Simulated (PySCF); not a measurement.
Simulation results for CH6BGeN, BGeH4NO, CH7BGeN

Computed with PySCF 2.14.0. Calculation on a computer-drawn molecule: the log of a Hartree-Fock and frozen-core CCSD(T) single point meant for a local Hartree-Fock minimum, with one planted fault or none, to be diagnosed. Offsets are logged minus clean, where the clean run is the same molecule without the fault. The reference is restricted for singlets and unrestricted otherwise, and also for a bond in bohr or an excited solution. Adding or removing an electron swaps singlet and doublet. The excited solution moves the top pair (singlet) or top alpha electron (doublet) to the lowest empty orbital. Highest occupied and lowest empty are orbital energies over both spins, largest force is the largest gradient component, triples share is (T) over the correlation energy, the T1 limit is 0.02 restricted and 0.045 unrestricted, electrons count all cores, a negative frequency is imaginary (commonest isotopes), and the dipole is about the centre of nuclear charge; on germanium a core potential holds 10 electrons, which the energies leave out, and 3d is frozen in MP2 and coupled-cluster steps.

Common to all runs: meant multiplicity 1; meant basis cc-pVDZ; meant basis and core potential on germanium cc-pVDZ-PP ECP10MDF; logged SCF converged yes; logged CC converged yes; logged SCF stable within its kind yes; possible faults no fault, one electron removed, one electron added, multiplicity raised by two, geometry at a saddle point, SCF held on an excited solution, minimal basis STO-3G, one bond length entered in bohr, all coordinates scaled.

(1) CH6BGeN

Logged structure:
```xyz
10
CH6BGeN
B      0.1804     2.7179    -0.4793
N     -0.0357     1.3799    -0.8644
Ge     0.2179     0.7211    -2.5921
C     -0.3125    -1.1694    -2.1876
H      0.5551     3.5139    -1.2999
H     -0.0074     3.0630     0.6591
H     -0.3482     0.7530    -0.1436
H      0.3266    -1.5855    -1.4002
H     -0.2343    -1.8072    -3.0707
H     -1.3474    -1.2023    -1.8270
```

* meant charge: 0
* logged electrons: 55
* logged basis functions: 95
* logged spin squared: 0.7811
* logged highest occupied: -16.416 eV
* logged lowest empty: -6.7389 eV
* logged largest force: 0.061943 hartree/bohr
* logged T1 diagnostic: 0.018457
* logged D1 diagnostic: 0.058849
* logged triples share: 0.030781
* logged dipole magnitude: 3.135 debye
* logged energy HF: -413.62179 hartree
* logged energy CCSD(T): -414.13897 hartree
* planted fault: one electron removed
* HF energy offset from clean run: 179.9 kcal/mol
* CCSD(T) energy offset from clean run: 198.3 kcal/mol

Drawn bonds:
```tsv
atom	other atom	order
1	2	1
2	3	1
3	4	1
1	5	1
1	6	1
2	7	1
4	8	1
4	9	1
4	10	1
```

(2) CH6BGeN

Logged structure:
```xyz
10
CH6BGeN
B      0.1694     2.5521    -0.4500
N     -0.0335     1.2958    -0.8117
Ge     0.2046     0.6771    -2.4340
C     -0.2934    -1.0981    -2.0542
H      0.5213     3.2995    -1.2206
H     -0.0069     2.8762     0.6189
H     -0.3270     0.7070    -0.1349
H      0.3067    -1.4887    -1.3147
H     -0.2200    -1.6969    -2.8834
H     -1.2652    -1.1289    -1.7155
```

- meant charge: 0
- logged electrons: 56
- logged basis functions: 95
- logged spin squared: 0
- logged highest occupied: -8.6698 eV
- logged lowest empty: 1.4705 eV
- logged largest force: 0.066526 hartree/bohr
- logged T1 diagnostic: 0.011665
- logged D1 diagnostic: 0.036838
- logged triples share: 0.027265
- logged dipole magnitude: 2.4194 debye
- logged energy HF: -413.86998 hartree
- logged energy CCSD(T): -414.40426 hartree
- planted fault: all coordinates scaled, by -6.1 %
- HF energy offset from clean run: 24.2 kcal/mol
- CCSD(T) energy offset from clean run: 31.83 kcal/mol

Drawn bonds:
```tsv
atom	other atom	order
1	2	1
2	3	1
3	4	1
1	5	1
1	6	1
2	7	1
4	8	1
4	9	1
4	10	1
```

(3) BGeH4NO

Logged structure:
```xyz
8
BGeH4NO
B     -0.4461    -1.5568    -0.8262
N     -0.4257    -0.5404     0.1469
Ge     1.1549     0.1164     0.9052
O      0.4492     1.3293     2.0054
H     -1.4852    -1.9492    -1.2873
H      0.5977    -2.0321    -1.1940
H     -1.3161    -0.1682     0.4288
H     -0.4876     1.4608     2.0535
```

- meant charge: 0
- logged electrons: 57
- logged basis functions: 85
- logged spin squared: 0.7701
- logged highest occupied: 0.18821 eV
- logged lowest empty: 8.1937 eV
- logged largest force: 0.05804 hartree/bohr
- logged T1 diagnostic: 0.02273
- logged D1 diagnostic: 0.11388
- logged triples share: 0.02777
- logged dipole magnitude: 2.8856 debye
- logged energy HF: -449.74655 hartree
- logged energy CCSD(T): -450.32681 hartree
- planted fault: one electron added
- HF energy offset from clean run: 19.8 kcal/mol
- CCSD(T) energy offset from clean run: 14.31 kcal/mol

Drawn bonds:
```tsv
atom	other atom	order
1	2	1
2	3	1
3	4	1
1	5	1
1	6	1
2	7	1
4	8	1
```

Notes: highest electron not bound in this basis.

(4) CH7BGeN

Logged structure:
```xyz
11
CH7BGeN
B     -1.6605    -1.1105    -1.0581
N     -0.9724    -0.7138     0.1587
C      0.5050    -0.8402     0.2453
Ge    -1.9271    -0.0952     1.4894
H     -2.8485    -0.9954    -1.0931
H     -1.0164    -1.5313    -1.9643
H      0.7856    -1.8813     0.1057
H      0.8690    -0.5040     1.2145
H      0.9639    -0.2348    -0.5325
H     -3.4183    -0.0008     1.3159
H     -1.2072     0.3148     2.7501
```

* meant charge: 1
* logged electrons: 55
* logged basis functions: 100
* logged spin squared: 0.777
* logged highest occupied: -22.542 eV
* logged lowest empty: -14.79 eV
* logged largest force: 0.14893 hartree/bohr
* logged T1 diagnostic: 0.023549
* logged D1 diagnostic: 0.1154
* logged triples share: 0.032827
* logged dipole magnitude: 5.6802 debye
* logged energy HF: -413.6181 hartree
* logged energy CCSD(T): -414.13822 hartree
* planted fault: one electron removed
* HF energy offset from clean run: 372.8 kcal/mol
* CCSD(T) energy offset from clean run: 386.5 kcal/mol

Drawn bonds:
```tsv
atom	other atom	order
1	2	1
2	3	1
2	4	1
1	5	1
1	6	1
3	7	1
3	8	1
3	9	1
4	10	1
4	11	1
```

(5) CH7BGeN

Structure as in entry 4.

* meant charge: 1
* logged electrons: 56
* logged basis functions: 100
* logged spin squared: 0
* logged highest occupied: -16.825 eV
* logged lowest empty: -4.9093 eV
* logged largest force: 1.365e-05 hartree/bohr
* logged lowest frequency: 113.56 cm⁻¹
* logged T1 diagnostic: 0.015087
* logged D1 diagnostic: 0.060924
* logged triples share: 0.029664
* logged dipole magnitude: 1.954 debye
* logged energy HF: -414.21215 hartree
* logged energy CCSD(T): -414.75414 hartree
* planted fault: no fault
* HF energy offset from clean run: 0 kcal/mol
* CCSD(T) energy offset from clean run: 0 kcal/mol

Drawn bonds:
```tsv
atom	other atom	order
1	2	1
2	3	1
2	4	1
1	5	1
1	6	1
3	7	1
3	8	1
3	9	1
4	10	1
4	11	1
```
